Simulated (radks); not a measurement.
The numbers below are computed, except where a source is named.
Problem. Tc+, configuration [Kr] 4d5 5s1. Level of theory: scalar-relativistic Kohn-Sham, LB94 model potential, spin-polarised, spherical densities, finite nucleus; open shells are filled with parallel spins first (spin-orbit coupling, left out, can overturn this in heavy ions); Fermi nuclear charge, rms radius 4.4112 fm (a radial shooting solver on a logarithmic mesh with Libxc functionals). Some entries of the table are withheld. Estimate them.

orbital  occ.  eigenvalue (eV)  <1/r> (bohr^-1)  <r> (bohr)
1s up       1        -20998.45            44.75     0.03422
1s down     1        -20998.43            44.75     0.03423
2s up       1        -3019.676            10.10      0.1492
2s down     1        -3019.568            10.10      0.1492
2p up       3        -2708.421            9.824      0.1299
2p down     3        -2708.382            9.825      0.1299
3s up       1        -541.1743            3.469      0.4154
3s down     1        -540.8750            3.465      0.4158
3p up       3        -438.6247            3.311      0.4158
3p down     3        -438.3367            3.307      0.4163
3d up       5        -272.1682            3.095      0.3970
3d down     5        -271.8195            3.092      0.3977
4s up       1         -87.2552            1.299       1.055
4s down     1         -86.9292            1.307       1.052
4p up       3         -59.2564            1.153         (1)
4p down     3         -58.7774            1.159         (2)
4d up       5         -20.5440           0.8134       1.640
4d down     0         -20.0797           0.8071       1.663
5s down     0         -17.2711           0.4466       2.887
5s up       1         -17.0774           0.4518       2.863

Solution. 
(1) 4p up <r> (bohr): 1.172
(2) 4p down <r> (bohr): 1.169
